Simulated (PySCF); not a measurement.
2,3-dihydro-1,4-oxaselenine (C4H6OSe), SMILES O1CC[Se]C=C1.

The structure is a stationary point at B3LYP-D3(BJ)/def2-SVP. One conformer was computed; it need not be the lowest.

The numbers are results of B3LYP-D3(BJ)/def2-SVP (PySCF 2.14.0), not measurements.

Frequencies are harmonic and unscaled.

### Question
Estimate the vibrational spectrum. (An estimate is asked for; the answer gives what the named calculation found.)

### Answer

| mode | ν (cm⁻¹) | IR (km/mol) | moving atoms (share of kinetic energy) |
|---|---|---|---|
| 1 | 117 | 5.2 | C 41 %, O 27 %, H 25 % |
| 2 | 272 | 1.3 | H 46 %, C 46 % |
| 3 | 301 | 0.7 | Se 37 %, C 31 %, O 26 % |
| 4 | 442 | 10.1 | C 67 %, H 25 % |
| 5 | 470 | 11.4 | C 53 %, H 26 %, O 19 % |
| 6 | 584 | 1.0 | C 67 %, H 21 %, Se 11 % |
| 7 | 600 | 7.2 | C 67 %, H 15 %, Se 12 % |
| 8 | 716 | 29.3 | H 73 %, C 23 % |
| 9 | 757 | 2.3 | C 51 %, H 38 %, O 9 % |
| 10 | 850 | 8.7 | C 42 %, O 32 %, H 26 % |
| 11 | 910 | 1.4 | H 77 %, C 23 % |
| 12 | 953 | 14.3 | C 52 %, H 46 % |
| 13 | 988 | 16.2 | H 52 %, C 36 %, O 12 % |
| 14 | 1023 | 14.9 | H 57 %, C 40 % |
| 15 | 1109 | 39.6 | H 44 %, C 37 %, O 20 % |
| 16 | 1184 | 4.1 | H 76 %, C 22 % |
| 17 | 1229 | 12.2 | H 64 %, C 31 % |
| 18 | 1267 | 33.1 | H 57 %, C 31 %, O 12 % |
| 19 | 1321 | 61.0 | H 81 %, C 10 %, O 9 % |
| 20 | 1356 | 10.3 | H 81 %, C 14 % |
| 21 | 1402 | 3.4 | H 74 %, C 22 % |
| 22 | 1435 | 6.5 | H 89 %, C 10 % |
| 23 | 1474 | 3.1 | H 91 % |
| 24 | 1682 | 82.7 | C 91 % |
| 25 | 3030 | 38.5 | H 94 % |
| 26 | 3075 | 6.4 | H 95 % |
| 27 | 3099 | 23.9 | H 91 %, C 9 % |
| 28 | 3144 | 3.7 | H 90 %, C 10 % |
| 29 | 3182 | 4.9 | H 92 %, C 8 % |
| 30 | 3220 | 5.5 | H 91 %, C 9 % |
